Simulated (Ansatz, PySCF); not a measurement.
Gas-phase reaction R1 → P1 + P2, each structure at its B3LYP-D3(BJ)/def2-TZVP stationary point, reached from a drawn start (curvature not checked).
R1, H4Ti (SMILES [TiH4]) (charge 0, multiplicity 1):
```xyz
5

Ti    -0.00039    -0.00013    -0.00048
H      0.98541     0.96587     0.98565
H      0.97330    -0.98490    -0.98009
H     -0.96780     0.99281    -0.97867
H     -0.99052    -0.97356     0.97370
```
P1, H3Ti (SMILES [TiH3]) (charge 0, multiplicity 2):
```xyz
4

Ti    -0.00093    -0.00068    -0.16121
H      1.71691    -0.00970     0.04466
H     -0.84946     1.49197     0.05186
H     -0.86652    -1.48159     0.06478
```
P2: H atom, charge 0, multiplicity 2.

| level | reaction energy (kcal/mol) | cost |
|---|---|---|
| HF/def2-TZVPP | 15.81 | - |
| PBE/def2-TZVPP | 61.58 | ×1 |
| r2SCAN/def2-TZVPP | 60.15 | ×2 |
| B3LYP/def2-TZVPP | 58.47 | ×2 |
| PBE0/def2-TZVPP | 54.42 | ×1 |
| BHLYP/def2-TZVPP | 48.31 | ×1 |
| M06-2X/def2-TZVPP | 50.51 | - |
| wB97X-V/def2-TZVPP | 55.52 | ×3 |
| wB97M-V/def2-TZVPP | 56.09 | ×3 |
| MP2/def2-TZVPP | 50.77 | - |
| SCS-MP2/def2-SVP | 48.00 | - |
| SCS-MP2/def2-TZVPP | 53.89 | - |
| CCSD/def2-SVP | 45.86 | - |
| MP2/CBS(def2-TZVPP, def2-QZVPP) + ΔCCSD(T)/def2-TZVPP | 54.96 | ×7 |

P less R. No zero-point or thermal terms; singlets are restricted closed shells; open shells are unrestricted; no spin–orbit coupling. The spin states of the d-block species are the ones drawn and need not be the lowest.

Correlated levels freeze the cores. CBS(a, b) extrapolates the correlation energy as X⁻³ and adds the Hartree–Fock energy of set b.

Codes used: Ansatz (Gaussian basis) for Hartree–Fock, density functionals and correlated methods; PySCF for M06-2X. No computed number here is a measurement.

Costs are rough ratios of core time to PBE/def2-TZVPP (about 7 s over the structures, on one shared machine); a dash marks a level with no comparable run of its own.

Ansatz is an electronic-structure program.
